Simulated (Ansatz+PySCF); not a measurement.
singlet H4: levels of theory in one basis

```
atom   x (Å)   y (Å)   z (Å)
   H  0.0000  0.0000  0.0000
   H  0.0000  0.0000  1.5000
   H  0.0000  0.0000  3.0000
   H  0.0000  0.0000  4.5000
```

Basis set: cc-pVDZ (spherical functions). All electrons are correlated. Charge 0, multiplicity 1.

Computed with Ansatz (development build ahead of 0.2.0); each method stands on the lowest determinant of its kind that the runs found. NEVPT2 correlates all electrons. Active spaces start from the frontier orbitals, and the lowest solution found is given.

```json
{"method": "RHF", "E − E(RHF) (eV)": "0.00", "<S²> of the determinant": "0.00"}
{"method": "UHF", "E − E(RHF) (eV)": "-1.36", "<S²> of the determinant": "1.10"}
{"method": "RHF-MP2", "E − E(RHF) (eV)": "-2.03", "<S²> of the determinant": "–"}
{"method": "UHF-MP2", "E − E(RHF) (eV)": "-1.96", "<S²> of the determinant": "1.10"}
{"method": "RHF-CCSD", "E − E(RHF) (eV)": "-3.24", "<S²> of the determinant": "–"}
{"method": "RHF-CCSD(T)", "E − E(RHF) (eV)": "-3.28", "<S²> of the determinant": "–"}
{"method": "UHF-CCSD(T)", "E − E(RHF) (eV)": "-3.12", "<S²> of the determinant": "1.10"}
{"method": "RHF-CCSDT(Q)", "E − E(RHF) (eV)": "-3.28", "<S²> of the determinant": "–"}
{"method": "UHF-CCSDT(Q)", "E − E(RHF) (eV)": "-3.27", "<S²> of the determinant": "1.10"}
{"method": "full CI (lowest root of this spin)", "E − E(RHF) (eV)": "-3.27", "<S²> of the determinant": "–"}
{"method": "CASSCF(4,4)", "E − E(RHF) (eV)": "-2.84", "<S²> of the determinant": "–"}
{"method": "CASSCF(2,2)", "E − E(RHF) (eV)": "-1.36", "<S²> of the determinant": "–"}
{"method": "SC-NEVPT2(4,4)", "E − E(RHF) (eV)": "-3.15", "<S²> of the determinant": "–"}
```

Question: What does SC-NEVPT2(2,2) give on the same scale?

Answer: -2.48 eV. NEVPT2 here correlates all electrons, so it doesn't share the others' frozen core.

At such a shape the full CI root can have another spatial symmetry than the determinants, so the rows needn't describe one state.

Question: Is a single determinant a sound starting point here?

Answer: It is doubtful. Unrestricted orbitals lower Hartree–Fock by 1.36 eV and <S²> is 1.10 where a pure state has 0.00, a sign of strong static correlation. The CASSCF(4,4) natural occupations are 1.86, 1.74, 0.27, 0.12. The CASSCF(2,2) natural occupations are 1.82, 0.18.

Caution for RHF, RHF-MP2, RHF-CCSD, RHF-CCSD(T), RHF-CCSDT(Q): an unrestricted determinant lies well below. Caution for UHF, UHF-MP2, UHF-CCSD(T), UHF-CCSDT(Q): the unrestricted determinant is a mixture of spin states; the determinant breaks the point group. Caution for RHF-MP2, UHF-MP2, RHF-CCSD, RHF-CCSD(T), UHF-CCSD(T), RHF-CCSDT(Q), UHF-CCSDT(Q): large amplitudes, a single reference is doubtful. Caution for UHF-MP2, UHF-CCSD(T): another reference gives a lower total. Caution for UHF-CCSD(T): the program doubts this total. Caution for CASSCF(2,2): other starts end on other solutions of this active space.
